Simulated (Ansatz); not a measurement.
System: BBr$_{2}$ (charge +1, singlet). SMILES of the parent species: [B](Br)Br
Geometry from a B3LYP-D3(BJ)/def2-TZVP (Ansatz, a program for electronic structure) optimisation:
```
B
Br 1 1.7665
Br 1 1.7665 2 180.00
```
Charge +1, spin multiplicity 1.

Give the harmonic wavenumbers at B3LYP-D3(BJ)/def2-TZVP (Ansatz, finite differences of forces, unscaled).

277, 277, 331, 1261 cm⁻¹. Zero-point energy 3.1 kcal/mol.

From these and the geometry, give the ideal-gas thermochemistry at 298.15 K and 1 atm (rigid rotor, harmonic oscillator).

Point group D∞h, rotational symmetry number 2. Rotational constants 1.013, 1.013 GHz. S(trans) 41.31, S(rot) 17.94, S(vib) 4.39, S(elec, spin only) 0.00, S 63.6 cal/(mol K). H(298) - H(0) 2.89 kcal/mol; G - E(el) -13.0 kcal/mol.
